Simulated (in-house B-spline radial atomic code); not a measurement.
How numerical settings move a run on Xe³⁺, [Kr] 4d10 5s2 5p3. Computed with an all-electron radial atomic-structure program (B-spline basis): scalar-relativistic (X2C) LDA PW92, spin-polarised, spherical fractional occupations, Fermi nucleus of rms radius 4.7859 fm.

Command:
```bash
python run_scf.py task.json out
```
Settings of the sound reference run:
```
Z                54
electrons        51
configuration    [Kr] 4d10 5s2 5p3
hamiltonian      x2c
method           lda,pw
spin_polarised   True
nucleus          fermi
rms_radius       4.7859
mass_number      132
atomic_mass      131.9042
speed_of_light   137.036
knot_spacing     0.22
spline_order     8
gauss_points     12
box_radius       16.22
max_iterations   70
damping          0.5
damped_steps     3
diis_vectors     10
tolerance        1e-08
start            Thomas-Fermi
```

Time taken, with all properties: 0.25 s on 1 thread of Arm Neoverse V1, with other jobs on the host.

It converges in 9 iterations to -7437.492446 hartree, with 5p up at -38.1478 eV. The other runs change the listed settings, some to values that make no sense; their results aren't properties of the atom or ion. Radii are in bohr (the nuclear one in fm), a minus after a letter asks for a j subshell, and «unchanged» means within 1e-8 hartree. The run stops when the residual is below 10 × tolerance × max(1, Z/10), or a noise floor if that is larger, and the energy moves by less than 1e-8 × √|E| hartree; so very loose and very tight tolerances often act alike.

| changed settings | outcome |
| --- | --- |
| max_iterations = 100, diis_vectors = 0, tolerance = 1e-06 | converged in 11 iterations, energy +1.69e-08 hartree from the reference, 5p up level +5.5e-04 eV |
| gauss_points = 16 | converged in 9 iterations, energy +1.65e-07 hartree from the reference |
| gauss_points = 16, max_iterations = 100, diis_vectors = 20, tolerance = 0.0001 | converged in 8 iterations, energy +1.65e-07 hartree from the reference, 5p up level +5.3e-05 eV |
| gauss_points = 4 | converged in 9 iterations, energy +1.60e-06 hartree from the reference, 5p up level +4.5e-07 eV |
| damping = 0.2 | converged in 9 iterations, energy unchanged, 5p up level +1.6e-05 eV |
| diis_vectors = 4 | converged in 9 iterations, energy unchanged, 5p up level -4.5e-06 eV |
| spline_order = 6, gauss_points = 5, box_radius = 0.65, max_iterations = 2 | not converged after 2 iterations, last residual 4.1e-01, last energy +1.11e+03 hartree from the reference |
| knot_spacing = 1.4, max_iterations = 100, damped_steps = 8, start = bare nucleus | converged in 13 iterations, energy +1.09e+02 hartree from the reference, 5p up level -1.3e+00 eV (the program warns: 5p up reaches the box edge; 2s up reaches the box edge) |
| electrons = 54, configuration = [Kr] 4d10 5s2 5p3 6s3, max_iterations = 50 | stopped with error: shell 6s holds at most 1 electrons (per spin) |
| gauss_points = 8 | converged in 9 iterations, energy +8.84e-08 hartree from the reference |
| damping = 0.8 | converged in 10 iterations, energy unchanged, 5p up level +5.6e-06 eV |
| gauss_points = 5 | converged in 9 iterations, energy +2.24e-07 hartree from the reference |
| diis_vectors = 0 | converged in 18 iterations, energy unchanged, 5p up level +4.0e-06 eV |
| diis_vectors = 2 | converged in 13 iterations, energy unchanged, 5p up level +7.4e-06 eV |
| electrons = 52, configuration = [Kr] 4d10 5s2 5p3 6s-1, max_iterations = 60 | stopped with error: j subshells need the Dirac Hamiltonian and l > 0 |

Task: What happens with gauss_points = 8, max_iterations = 50, diis_vectors = 0?

Result: Converged in 18 iterations, energy +8.84e-08 hartree from the reference, 5p up level +4.1e-06 eV.

Task: What happens with damping = 0.95?

Result: Converged in 11 iterations, energy unchanged, 5p up level +2.5e-06 eV.

Task: What happens with gauss_points = 6?

Result: Converged in 9 iterations, energy +1.04e-07 hartree from the reference.

Task: What happens with damping = 0?

Result: Converged in 10 iterations, energy unchanged, 5p up level -6.3e-06 eV.
